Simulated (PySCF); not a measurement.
**Correlation energy of Cl (chlorine, neutral)**

[Ne] 3s1 3p6, 2S determinant (an excited configuration). Calculation: PySCF 2.14, in dyall-acv3z (19s12p6d4f, 113 functions); the non-relativistic Hamiltonian (point nucleus). Frozen: [Ne]; 7 electrons correlated; the 31 highest virtual orbitals of each spin left out.

| level | correlation energy (mhartree) |
| --- | --- |
| CCSD | -330.75 |
| (T) | -43.12 |
| CCSD(T) | -373.87 |

Diagnostics: T1 = 0.023, D1 = 0.0489, largest double amplitude 0.215.

A double-excitation amplitude exceeds 0.15, a sign of near-degeneracy.

Cost of the coupled-cluster step: 35 s of wall time on 1 thread of Neoverse-N1 (shared host), for 7 correlated electrons.

Iterations:

```
CC2 = 0
CCSD nocc = (np.int64(4), np.int64(3)), nmo = (77, 77)
frozen orbitals [[0, 1, 2, 3, 4, 82, 83, 84, 85, 86, 87, 88, 89, 90, 91, 92, 93, 94, 95, 96, 97, 98, 99, 100, 101, 102, 103, 104, 105, 106, 107, 108, 109, 110, 111, 112], [0, 1, 2, 3, 4, 82, 83, 84, 85, 86, 87, 88, 89, 90, 91, 92, 93, 94, 95, 96, 97, 98, 99, 100, 101, 102, 103, 104, 105, 106, 107, 108, 109, 110, 111, 112]]
max_cycle = 100
direct = 0
conv_tol = 1e-08
conv_tol_normt = 1e-06
diis_space = 8
diis_start_cycle = 0
Init t2, MP2 energy = -0.25606582432354
Init E_corr(UCCSD) = -0.256065824327908
cycle = 1  E_corr(UCCSD) = -0.286988212764338  dE = -0.0309223884  norm(t1,t2) = 0.154422
cycle = 2  E_corr(UCCSD) = -0.305872866263531  dE = -0.0188846535  norm(t1,t2) = 0.102538
cycle = 3  E_corr(UCCSD) = -0.332765748636713  dE = -0.0268928824  norm(t1,t2) = 0.0665679
cycle = 4  E_corr(UCCSD) = -0.32816680497122  dE = 0.00459894367  norm(t1,t2) = 0.0102155
cycle = 5  E_corr(UCCSD) = -0.330561398382947  dE = -0.00239459341  norm(t1,t2) = 0.00812831
cycle = 6  E_corr(UCCSD) = -0.33084654925179  dE = -0.000285150869  norm(t1,t2) = 0.00139669
cycle = 7  E_corr(UCCSD) = -0.330745975688224  dE = 0.000100573564  norm(t1,t2) = 0.00061461
cycle = 8  E_corr(UCCSD) = -0.330784493921224  dE = -3.8518233e-05  norm(t1,t2) = 0.000420275
cycle = 9  E_corr(UCCSD) = -0.330731456483653  dE = 5.30374376e-05  norm(t1,t2) = 0.000214816
cycle = 10  E_corr(UCCSD) = -0.330754362793692  dE = -2.290631e-05  norm(t1,t2) = 7.81075e-05
cycle = 11  E_corr(UCCSD) = -0.330752790171461  dE = 1.57262223e-06  norm(t1,t2) = 1.20433e-05
cycle = 12  E_corr(UCCSD) = -0.330753487538235  dE = -6.97366774e-07  norm(t1,t2) = 4.13019e-06
cycle = 13  E_corr(UCCSD) = -0.33075351620611  dE = -2.86678754e-08  norm(t1,t2) = 7.44086e-07
cycle = 14  E_corr(UCCSD) = -0.330753469270741  dE = 4.69353695e-08  norm(t1,t2) = 1.77495e-07
cycle = 15  E_corr(UCCSD) = -0.330753477908928  dE = -8.638187e-09  norm(t1,t2) = 5.59942e-08
UCCSD converged
E(UCCSD) = -459.2538039204709  E_corr = -0.330753477908928
UCCSD(T) correction = -0.043118028077039
```
